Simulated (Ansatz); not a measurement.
A geometry relaxed with B3LYP-D3(BJ)/def2-SVP run with Ansatz (a first-principles code), charge 0, multiplicity 1:

```xyz
28

H     -0.5195     1.4468     0.0312
H      2.3231     0.3374    -0.3795
H      0.0373     0.6029    -1.4139
H     -3.6152    -4.3561     2.2480
C      0.1831     0.6696    -0.3204
C     -3.7813    -4.4945     1.1679
H      1.7657     1.1823     1.0673
H      1.8560     2.3875    -1.7652
C     -1.6181    -1.1095     0.0246
C      3.7813     4.4945    -1.1679
S     -3.6957    -2.9121     0.2768
H     -4.7918    -4.8995     1.0152
H      0.5195    -1.4468    -0.0312
C     -0.1831    -0.6696     0.3204
H     -0.0373    -0.6029     1.4140
C     -1.9715    -2.4467     0.6693
H     -2.3231    -0.3374     0.3795
H      3.6152     4.3561    -2.2479
H      1.2942     3.2391    -0.3069
C      1.6181     1.1095    -0.0245
H      4.7918     4.8995    -1.0152
H      3.0478     5.2162    -0.7751
H     -1.8560    -2.3875     1.7652
S      3.6957     2.9121    -0.2768
H     -1.2942    -3.2391     0.3069
H     -1.7657    -1.1823    -1.0672
C      1.9715     2.4467    -0.6693
H     -3.0478    -5.2162     0.7751
```

Q: Write the SMILES of this molecule.

A: `CSCCCCCCSC`
